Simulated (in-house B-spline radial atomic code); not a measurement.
What moves the levels of the mercury ion Hg⁺ ([Xe] 4f14 5d10 6s1)? Computed with a B-spline radial code for spherical atoms: Dirac-Hartree-Fock, average of configuration, Fermi nucleus of rms radius 5.4364 fm.

Baseline run (computed): total energy -19648.5985 hartree, 1s1/2 at -3074.574 hartree, 6s1/2 at -17.384 eV with <r> = 2.613 bohr.

Changing the nucleus:

| nucleus | ΔE (eV) |
| --- | --- |
| Fermi nucleus of rms radius 5.3833 fm, A = 182 | -2.02 |
| Fermi nucleus of rms radius 5.4405 fm, A = 183 | 0.157 |
| Fermi nucleus of rms radius 5.3949 fm, A = 184 | -1.58 |
| Fermi nucleus of rms radius 5.4397 fm, A = 185 | 0.126 |
| Fermi nucleus of rms radius 5.4017 fm, A = 186 | -1.32 |
| Fermi nucleus of rms radius 5.4046 fm, A = 187 | -1.21 |
| Fermi nucleus of rms radius 5.4085 fm, A = 188 | -1.06 |
| Fermi nucleus of rms radius 5.41 fm, A = 189 | -1.01 |
| Fermi nucleus of rms radius 5.4158 fm, A = 190 | -0.786 |
| Fermi nucleus of rms radius 5.4171 fm, A = 191 | -0.736 |
| Fermi nucleus of rms radius 5.4232 fm, A = 192 | -0.504 |
| Fermi nucleus of rms radius 5.4238 fm, A = 193 | -0.481 |
| Fermi nucleus of rms radius 5.4309 fm, A = 194 | -0.21 |
| Fermi nucleus of rms radius 5.4345 fm, A = 195 | -0.0725 |
| Fermi nucleus of rms radius 5.4385 fm, A = 196 | 0.0802 |
| Fermi nucleus of rms radius 5.4412 fm, A = 197 | 0.183 |
| Fermi nucleus of rms radius 5.4463 fm, A = 198 | 0.378 |
| Fermi nucleus of rms radius 5.4474 fm, A = 199 | 0.42 |
| Fermi nucleus of rms radius 5.4551 fm, A = 200 | 0.715 |
| Fermi nucleus of rms radius 5.4581 fm, A = 201 | 0.829 |
| Fermi nucleus of rms radius 5.4648 fm, A = 202 | 1.09 |
| Fermi nucleus of rms radius 5.4679 fm, A = 203 | 1.2 |
| Fermi nucleus of rms radius 5.4744 fm, A = 204 | 1.45 |
| Fermi nucleus of rms radius 5.4776 fm, A = 205 | 1.58 |
| Fermi nucleus of rms radius 5.4837 fm, A = 206 | 1.81 |

A larger nucleus binds the electrons less, roughly as the density at the nucleus times the change of the nuclear <r²>. The reference is A = 181.
